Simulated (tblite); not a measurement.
Record of a relaxation.

C5H13AlGeS.
Numbering: `[CH2:1]=[CH:2][CH2:3][C@H:4]([CH2:5][GeH3:6])[S:7][AlH2:8]` (hydrogens: H9, H10 on C1; H11 on C2; H12, H13 on C3; H14 on C4; H15, H16 on C5; H17, H18, H19 on Ge6; H20, H21 on Al8)

Computed with GFN2-xTB (tblite), gas phase: L-BFGS steps from a force-field or distance-geometry start until the largest atomic force falls under 0.01 eV/Å. 7 of its 258 geometries are shown.

Step 0: E = -640.6616 eV, largest atomic force 1.483 eV/Å
```
atom  x, y, z in Å  |  force x, y, z in eV/Å
C1     -3.102    1.082   -0.494   -1.123  -0.379  -0.552
C2     -2.525    0.024    0.028    0.222  -0.515   0.403
C3     -1.224    0.089    0.780   -1.292  -0.305   0.662
C4     -0.168   -0.745    0.102    0.482   0.241   0.446
C5      1.104   -0.629    0.919    0.049   0.150   0.621
Ge6     2.559   -1.675    0.153    1.012  -0.391  -0.150
S7      0.178    0.000   -1.531    0.165   0.565  -0.593
Al8     1.128    2.027   -1.044    0.280  -0.884   0.373
H9     -4.059    0.897   -1.016    0.698   0.661   0.254
H10    -2.700    2.087   -0.422   -0.154  -0.261  -0.081
H11    -2.976   -0.986   -0.057    0.355   0.790   0.016
H12    -0.910    1.145    0.872    0.067  -0.327  -0.013
H13    -1.413   -0.338    1.799    0.216   0.363  -0.507
H14    -0.492   -1.809    0.014    0.220   0.711  -0.295
H15     1.411    0.451    0.930   -0.202  -0.816   0.241
H16     0.876   -0.961    1.961    0.296   0.263  -0.532
H17     2.152   -3.172    0.074    0.232   0.675  -0.018
H18     2.967   -1.144   -1.246   -0.122  -0.365   0.663
H19     3.816   -1.535    1.095   -0.669  -0.175  -0.552
H20     1.244    2.520    0.492   -0.187   0.149  -0.702
H21     2.125    2.688   -2.102   -0.545  -0.150   0.313
```

Step 43: E = -641.2163 eV, largest atomic force 0.112 eV/Å
```
atom  x, y, z in Å  |  force x, y, z in eV/Å
C1     -3.056    1.106   -0.485    0.008   0.036   0.002
C2     -2.485    0.056    0.073    0.053   0.026  -0.095
C3     -1.202    0.117    0.835   -0.001  -0.003   0.030
C4     -0.093   -0.681    0.147   -0.017  -0.007   0.051
C5      1.173   -0.711    0.978    0.046   0.004   0.009
Ge6     2.622   -1.771    0.156    0.021  -0.015  -0.011
S7      0.257   -0.013   -1.538   -0.052   0.013  -0.042
Al8     0.938    2.024   -1.101   -0.008   0.001   0.024
H9     -3.957    1.035   -1.070   -0.036  -0.038   0.033
H10    -2.643    2.097   -0.374    0.055   0.014  -0.008
H11    -2.904   -0.935   -0.052   -0.003   0.024   0.027
H12    -0.872    1.158    0.946   -0.026   0.008  -0.037
H13    -1.339   -0.305    1.835   -0.065  -0.043   0.053
H14    -0.436   -1.704   -0.038    0.004  -0.006  -0.019
H15     1.528    0.315    1.140   -0.004   0.081  -0.038
H16     0.939   -1.119    1.965    0.010  -0.045   0.030
H17     2.131   -3.144   -0.172   -0.003   0.041   0.001
H18     3.171   -1.140   -1.076    0.026  -0.020   0.036
H19     3.727   -1.901    1.160    0.002  -0.016  -0.030
H20     0.425    2.991   -0.009   -0.012  -0.067  -0.052
H21     2.068    2.542   -2.010    0.003   0.015   0.036
```

Step 86: E = -641.3023 eV, largest atomic force 0.114 eV/Å
```
atom  x, y, z in Å  |  force x, y, z in eV/Å
C1     -2.986    1.133   -0.487    0.035  -0.017  -0.052
C2     -2.459    0.086    0.118   -0.031   0.025   0.001
C3     -1.175    0.133    0.881   -0.022  -0.014  -0.008
C4     -0.092   -0.700    0.196    0.003  -0.012   0.024
C5      1.229   -0.624    0.929    0.018  -0.026   0.034
Ge6     2.634   -1.715    0.064   -0.032  -0.028  -0.106
S7      0.142   -0.187   -1.566    0.012  -0.048  -0.027
Al8     0.782    1.843   -1.048    0.056   0.074   0.014
H9     -3.887    1.066   -1.071   -0.029  -0.004   0.039
H10    -2.514    2.103   -0.436   -0.011   0.027   0.005
H11    -2.921   -0.890    0.046   -0.006   0.007   0.032
H12    -0.822    1.177    0.959   -0.006  -0.044  -0.006
H13    -1.321   -0.261    1.894    0.004   0.034  -0.020
H14    -0.425   -1.740    0.127    0.015  -0.029  -0.017
H15     1.553    0.429    0.956    0.017   0.013   0.028
H16     1.097   -0.944    1.966   -0.041   0.005   0.028
H17     2.029   -2.930   -0.560    0.005   0.063   0.012
H18     3.401   -0.946   -0.951   -0.009   0.013  -0.040
H19     3.600   -2.175    1.107    0.043  -0.015   0.071
H20    -0.176    3.022   -0.803    0.009  -0.012  -0.018
H21     2.300    2.139   -1.010   -0.030  -0.014   0.007
```

Step 128: E = -641.3180 eV, largest atomic force 0.043 eV/Å
```
atom  x, y, z in Å  |  force x, y, z in eV/Å
C1     -2.987    1.125   -0.506    0.001  -0.002  -0.001
C2     -2.470    0.113    0.164   -0.001  -0.002  -0.013
C3     -1.153    0.167    0.869    0.000   0.007  -0.012
C4     -0.098   -0.721    0.210   -0.002  -0.001  -0.012
C5      1.209   -0.702    0.974    0.005   0.000  -0.003
Ge6     2.641   -1.689    0.027    0.027   0.009   0.032
S7      0.199   -0.221   -1.548   -0.012  -0.007  -0.003
Al8     0.790    1.834   -1.054    0.000   0.019   0.015
H9     -3.931    1.046   -1.017    0.007   0.001  -0.004
H10    -2.482    2.078   -0.568    0.006  -0.012   0.009
H11    -2.977   -0.842    0.208    0.001  -0.002   0.015
H12    -0.774    1.206    0.871    0.008   0.009   0.003
H13    -1.274   -0.152    1.911    0.006  -0.008  -0.010
H14    -0.469   -1.747    0.131   -0.016   0.001  -0.006
H15     1.529    0.344    1.097    0.004   0.005   0.012
H16     1.052   -1.110    1.976    0.008   0.000  -0.001
H17     2.089   -2.867   -0.697   -0.027  -0.003   0.000
H18     3.381   -0.812   -0.921    0.007   0.006  -0.011
H19     3.623   -2.189    1.048   -0.010   0.000  -0.008
H20    -0.184    3.022   -1.104    0.009  -0.010  -0.004
H21     2.279    2.134   -0.764   -0.023  -0.010   0.001
```

Step 171: E = -641.3369 eV, largest atomic force 0.032 eV/Å
```
atom  x, y, z in Å  |  force x, y, z in eV/Å
C1     -2.789    1.087   -0.599   -0.014   0.005   0.011
C2     -2.379    0.156    0.241    0.001   0.011   0.006
C3     -1.062    0.206    0.941    0.009  -0.002   0.000
C4     -0.031   -0.693    0.257    0.008   0.004  -0.019
C5      1.276   -0.771    1.021    0.016  -0.015  -0.023
Ge6     2.604   -1.810   -0.019    0.025  -0.017   0.008
S7      0.331   -0.142   -1.474    0.018   0.009  -0.014
Al8     0.417    2.014   -1.045   -0.003  -0.010  -0.011
H9     -3.721    1.013   -1.131   -0.013   0.007  -0.003
H10    -2.196    1.979   -0.780   -0.013   0.024   0.015
H11    -2.973   -0.731    0.419    0.013  -0.004  -0.007
H12    -0.677    1.246    0.936   -0.007  -0.005   0.002
H13    -1.168   -0.115    1.981    0.002   0.004   0.005
H14    -0.451   -1.695    0.128    0.009   0.003   0.011
H15     1.659    0.240    1.193   -0.017   0.005   0.005
H16     1.106   -1.233    1.997   -0.014   0.007   0.000
H17     1.921   -2.894   -0.780    0.012  -0.005   0.005
H18     3.407   -0.971   -0.952   -0.015  -0.006   0.016
H19     3.567   -2.460    0.934   -0.007   0.007  -0.008
H20    -0.336    3.045   -1.899    0.005  -0.012  -0.007
H21     1.485    2.546   -0.059   -0.015  -0.008   0.008
```

Step 214: E = -641.4839 eV, largest atomic force 0.123 eV/Å
```
atom  x, y, z in Å  |  force x, y, z in eV/Å
C1     -2.628    1.570   -0.227   -0.003   0.004  -0.037
C2     -2.066    0.378   -0.025    0.074  -0.053   0.008
C3     -0.882    0.166    0.855    0.032  -0.028  -0.021
C4      0.186   -0.685    0.167   -0.004  -0.054   0.040
C5      1.389   -0.894    1.065   -0.052   0.009   0.040
Ge6     2.721   -2.096    0.236   -0.057   0.008  -0.031
S7      0.759    0.064   -1.423   -0.018   0.047  -0.055
Al8    -0.378    1.954   -1.431   -0.003   0.072  -0.050
H9     -3.530    1.695   -0.804    0.022  -0.025  -0.049
H10    -2.283    2.435    0.320    0.001   0.120   0.028
H11    -2.476   -0.513   -0.487    0.015   0.040   0.001
H12    -0.435    1.128    1.141   -0.061   0.051  -0.026
H13    -1.197   -0.341    1.774   -0.008  -0.040   0.012
H14    -0.238   -1.650   -0.126   -0.015  -0.034   0.076
H15     1.845    0.074    1.288   -0.008  -0.060  -0.010
H16     1.042   -1.316    2.013    0.066  -0.041   0.016
H17     2.037   -3.155   -0.562   -0.024   0.007   0.020
H18     3.701   -1.407   -0.642    0.000   0.035   0.030
H19     3.463   -2.787    1.342    0.051   0.015  -0.046
H20    -1.161    2.340   -2.701   -0.005  -0.050   0.031
H21     0.120    3.058   -0.464   -0.004  -0.023   0.025
```

Step 257: E = -641.5285 eV, largest atomic force 0.008 eV/Å
```
atom  x, y, z in Å  |  force x, y, z in eV/Å
C1     -2.549    1.610   -0.303    0.003  -0.004  -0.004
C2     -2.056    0.407    0.004   -0.006   0.005   0.003
C3     -0.920    0.176    0.939   -0.001   0.002  -0.002
C4      0.110   -0.756    0.300    0.000  -0.001  -0.004
C5      1.336   -0.970    1.163    0.000  -0.003  -0.003
Ge6     2.707   -1.954    0.129    0.000   0.001  -0.008
S7      0.667   -0.116   -1.349    0.001   0.002   0.002
Al8    -0.326    1.851   -1.451    0.001  -0.001  -0.001
H9     -3.404    1.720   -0.951    0.001   0.003   0.002
H10    -2.219    2.502    0.215    0.004   0.002   0.003
H11    -2.483   -0.483   -0.443   -0.003  -0.004   0.002
H12    -0.443    1.133    1.188   -0.001   0.002   0.003
H13    -1.281   -0.279    1.867   -0.001  -0.003   0.001
H14    -0.355   -1.721    0.079    0.000  -0.004   0.004
H15     1.741   -0.004    1.472   -0.002  -0.001  -0.001
H16     1.057   -1.515    2.069   -0.003   0.000  -0.001
H17     2.062   -2.959   -0.762    0.004   0.001   0.007
H18     3.588   -1.061   -0.665    0.002  -0.001  -0.001
H19     3.587   -2.710    1.085    0.002   0.002   0.003
H20    -1.067    2.187   -2.755    0.000   0.001  -0.003
H21     0.237    2.958   -0.523    0.000   0.000   0.000
```

Q: Summarise the path.

A: The energy falls by 19.99 kcal/mol from step 0 to step 257; nine tenths of that is first reached at step 201. It rises by more than 0.2 meV at steps 156 and 190. The largest force goes from 1.483 to 0.008 eV/Å. Among the bonds S7–Al8 changes most, from 2.291 to 2.206 Å; the atoms move by 1.247 Å rms after alignment.

The cost below is that of the whole relaxation. On one thread, Arm Neoverse N1 (aarch64), no GPU, on a shared host, this took 4.8 s.
